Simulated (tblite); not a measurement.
Species: C4H11AsOSi2.
SMILES with atom numbers: `[CH2:1]=[C:2]([SiH3:3])[C@H:4]([CH:5]=[O:6])[SiH2:7][AsH2:8]` (hydrogens: H9, H10 on C1; H11, H12, H13 on Si3; H14 on C4; H15 on C5; H16, H17 on Si7; H18, H19 on As8)

Computed with GFN2-xTB (tblite), gas phase: L-BFGS steps from a force-field or distance-geometry start until the largest atomic force falls under 0.01 eV/Å.

Step 42: E = -653.2918 eV
```
atom  x, y, z in Å  |  force x, y, z in eV/Å
C1     -1.3041   -0.1001    1.6531   -0.015   0.037   0.002
C2     -1.2125   -0.1085    0.3308   -0.029  -0.048  -0.029
Si3    -2.5098   -0.9664   -0.7683    0.009   0.038   0.049
C4     -0.0295    0.4195   -0.4196   -0.074  -0.033  -0.047
C5      0.7872   -0.6779   -0.9550    0.048  -0.026   0.032
O6      1.5031   -0.6284   -1.9222    0.018  -0.041  -0.025
Si7     1.3252    1.4442    0.5210    0.013   0.034  -0.039
As8     2.6519   -0.0093    1.7515    0.051  -0.028  -0.025
H9     -0.5550    0.3518    2.2968   -0.035  -0.071  -0.039
H10    -2.1625   -0.5259    2.1517    0.080   0.041  -0.005
H11    -3.8511   -0.4576   -0.4825    0.012   0.022   0.046
H12    -2.4641   -2.4088   -0.5214    0.004  -0.013   0.027
H13    -2.1639   -0.7010   -2.1634   -0.010   0.010  -0.032
H14    -0.3558    1.0480   -1.2477   -0.044   0.077  -0.041
H15     0.7521   -1.5915   -0.3116    0.053  -0.028  -0.036
H16     1.9693    2.2197   -0.5546   -0.002  -0.048   0.074
H17     0.5746    2.4005    1.3504   -0.005   0.040   0.018
H18     3.8120    0.9438    1.7918   -0.063  -0.004   0.022
H19     3.2232   -0.6426    0.5221   -0.012   0.042   0.048
```

Step 43: E = -653.2940 eV
```
atom  x, y, z in Å  |  force x, y, z in eV/Å
C1     -1.2979   -0.1004    1.6495   -0.027   0.024   0.014
C2     -1.2121   -0.1088    0.3271   -0.023  -0.043  -0.007
Si3    -2.5122   -0.9676   -0.7671    0.011   0.033   0.046
C4     -0.0308    0.4196   -0.4222   -0.050  -0.054  -0.082
C5      0.7906   -0.6760   -0.9533    0.061  -0.052  -0.040
O6      1.5091   -0.6232   -1.9190    0.008  -0.041   0.004
Si7     1.3233    1.4445    0.5133    0.057   0.040   0.015
As8     2.6417   -0.0135    1.7507    0.057  -0.010  -0.048
H9     -0.5479    0.3465    2.2941   -0.004  -0.043  -0.044
H10    -2.1537   -0.5233    2.1515    0.027   0.008   0.012
H11    -3.8483   -0.4533   -0.4716   -0.009   0.024   0.044
H12    -2.4711   -2.4109   -0.5199    0.009   0.006   0.022
H13    -2.1737   -0.6999   -2.1640   -0.008   0.004  -0.024
H14    -0.3546    1.0452   -1.2527   -0.059   0.083  -0.056
H15     0.7544   -1.5936   -0.3154    0.049  -0.007  -0.022
H16     1.9681    2.2214   -0.5610   -0.004  -0.054   0.075
H17     0.5769    2.3984    1.3488   -0.013   0.048   0.013
H18     3.7985    0.9435    1.8094   -0.065  -0.010   0.022
H19     3.2301   -0.6393    0.5246   -0.017   0.045   0.057
```

Step 44: E = -653.2960 eV
```
atom  x, y, z in Å  |  force x, y, z in eV/Å
C1     -1.2926   -0.0999    1.6459   -0.029   0.007   0.013
C2     -1.2118   -0.1095    0.3236   -0.004  -0.026   0.007
Si3    -2.5142   -0.9679   -0.7653   -0.004   0.012   0.019
C4     -0.0323    0.4190   -0.4262   -0.007  -0.049  -0.094
C5      0.7947   -0.6750   -0.9523    0.026  -0.056  -0.081
O6      1.5144   -0.6198   -1.9170    0.032  -0.038  -0.008
Si7     1.3223    1.4450    0.5067    0.056   0.020   0.071
As8     2.6333   -0.0174    1.7495    0.026   0.000  -0.042
H9     -0.5416    0.3406    2.2912    0.041  -0.004  -0.039
H10    -2.1453   -0.5200    2.1514   -0.040  -0.029   0.032
H11    -3.8460   -0.4489   -0.4602   -0.022   0.023   0.040
H12    -2.4776   -2.4127   -0.5185    0.014   0.031   0.017
H13    -2.1833   -0.6997   -2.1652   -0.010  -0.002  -0.001
H14    -0.3542    1.0444   -1.2580   -0.061   0.062  -0.053
H15     0.7584   -1.5956   -0.3192    0.042   0.007   0.001
H16     1.9674    2.2222   -0.5649    0.005  -0.044   0.056
H17     0.5791    2.3966    1.3482   -0.015   0.048   0.003
H18     3.7837    0.9432    1.8250   -0.042   0.002   0.023
H19     3.2359   -0.6351    0.5283   -0.007   0.036   0.038
```

Step 45: E = -653.2979 eV
```
atom  x, y, z in Å  |  force x, y, z in eV/Å
C1     -1.2858   -0.1017    1.6444   -0.027  -0.014  -0.005
C2     -1.2122   -0.1107    0.3216    0.020  -0.009   0.023
Si3    -2.5175   -0.9667   -0.7625   -0.025  -0.007  -0.013
C4     -0.0358    0.4175   -0.4322    0.043  -0.025  -0.083
C5      0.7987   -0.6744   -0.9513    0.033  -0.042  -0.170
O6      1.5286   -0.6137   -1.9095   -0.012  -0.048   0.064
Si7     1.3222    1.4465    0.4983    0.021  -0.011   0.104
As8     2.6209   -0.0234    1.7456    0.018   0.016  -0.026
H9     -0.5315    0.3328    2.2882    0.072   0.027  -0.035
H10    -2.1336   -0.5222    2.1554   -0.084  -0.049   0.037
H11    -3.8460   -0.4444   -0.4495   -0.027   0.020   0.036
H12    -2.4841   -2.4131   -0.5180    0.016   0.051   0.013
H13    -2.1916   -0.6960   -2.1647   -0.017  -0.010   0.026
H14    -0.3578    1.0446   -1.2640   -0.050   0.020  -0.034
H15     0.7563   -1.5994   -0.3238    0.046   0.038  -0.002
H16     1.9683    2.2175   -0.5742    0.020  -0.027   0.032
H17     0.5814    2.4011    1.3398   -0.013   0.040  -0.008
H18     3.7660    0.9409    1.8503   -0.038   0.000   0.019
H19     3.2436   -0.6258    0.5291    0.003   0.029   0.022
```

**Question.** Estimate the geometry and energy of step 46. (The exact step hangs on the optimiser's Hessian estimate; all steps are aligned on step 45, rigid shifts and turns removed.)

**Answer.** E = -653.2998 eV, largest force 0.144 eV/Å
```
atom  x, y, z in Å  |  force x, y, z in eV/Å
C1     -1.2817   -0.1014    1.6417   -0.008  -0.032  -0.015
C2     -1.2110   -0.1122    0.3186    0.039   0.012   0.012
Si3    -2.5200   -0.9660   -0.7600   -0.051  -0.017  -0.040
C4     -0.0366    0.4154   -0.4398    0.069   0.015  -0.034
C5      0.8034   -0.6751   -0.9535   -0.048  -0.011  -0.135
O6      1.5352   -0.6123   -1.9088    0.057  -0.046  -0.018
Si7     1.3228    1.4465    0.4947   -0.039  -0.045   0.108
As8     2.6132   -0.0271    1.7437   -0.047  -0.001   0.025
H9     -0.5229    0.3265    2.2837    0.082   0.050  -0.028
H10    -2.1275   -0.5201    2.1564   -0.103  -0.057   0.035
H11    -3.8446   -0.4393   -0.4364   -0.026   0.015   0.028
H12    -2.4901   -2.4132   -0.5165    0.019   0.061   0.011
H13    -2.2022   -0.6968   -2.1656   -0.020  -0.012   0.050
H14    -0.3594    1.0458   -1.2708   -0.031  -0.032  -0.001
H15     0.7622   -1.6005   -0.3274    0.037   0.036   0.020
H16     1.9686    2.2161   -0.5760    0.037  -0.008   0.007
H17     0.5837    2.4012    1.3390   -0.012   0.030  -0.020
H18     3.7477    0.9403    1.8661    0.017   0.037   0.026
H19     3.2493   -0.6185    0.5340    0.030   0.005  -0.029
```

The energy changes by -0.0020 eV. The first-order estimate −F·Δx gives -0.0030 eV and the mean of the old and new forces, exact on a quadratic surface, -0.0020 eV. The step makes an angle of 76° with the force vector and moves no atom by more than 0.024 Å.

The cost below is that of the whole relaxation. Time: 9.0 s. Hardware: one thread, Intel Xeon at 2.50 GHz (x86_64), no GPU (shared host).
